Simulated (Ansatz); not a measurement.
Ansatz (an electronic-structure program) input (RPA@PBE/def2-QZVPP):
A basis named .json is the Basis Set Exchange file of that set.

Ansatz 0.2 input:
```yaml
crystal:
  periodic: [false, false, false]
  atoms:
    - {symbol: Li, position_ang: [-0.00000000, -0.00000000, -1.25868851]}
    - {symbol: O, position_ang: [0.00000000, 0.00000000, 0.31385345]}
    - {symbol: H, position_ang: [0.00000000, 0.00000000, 1.26523792]}
basis:
  gaussian:
    orbitals: def2-QZVPP.json
hamiltonian:
  xc: pbe
magnetization: {spin_polarized: false}
correlation: {method: rpa, electrons: outside_noble_gas}
```

Output:

```
Functional definition: PBE
integrals: 0.08 GiB planned
736 factors; integrals over basis functions are off by at most 1.2e-3 eV
mean field: 0.35 GiB planned
mean field evaluation 1: about -2256.3826 eV, gradient 8.0e1 eV
mean field evaluation 2: about -2256.3820 eV, gradient 8.0e1 eV
mean field evaluation 4: about -2263.7108 eV, gradient 4.0e1 eV
mean field evaluation 8: about -2267.1337 eV, gradient 1.1e-1 eV
mean field evaluation 16: about -2267.1335 eV, gradient 3.6e-6 eV
mean field evaluation 32: about -2177.3602 eV, gradient 6.3e1 eV
mean field -2267.13345854 eV, -83.3156178831 hartree, gradient 3.6e-6 eV, S^2 0.000000; 0 other end points of the search recorded, 0 dependent functions left out
2 core orbitals not correlated
reference -2257.02577025 eV, -82.9441671896 hartree; 4, 4 occupied and 116, 116 virtual orbitals, 736 factors
Total energy: -2269.08582630 eV, -83.3873660751 hartree
```
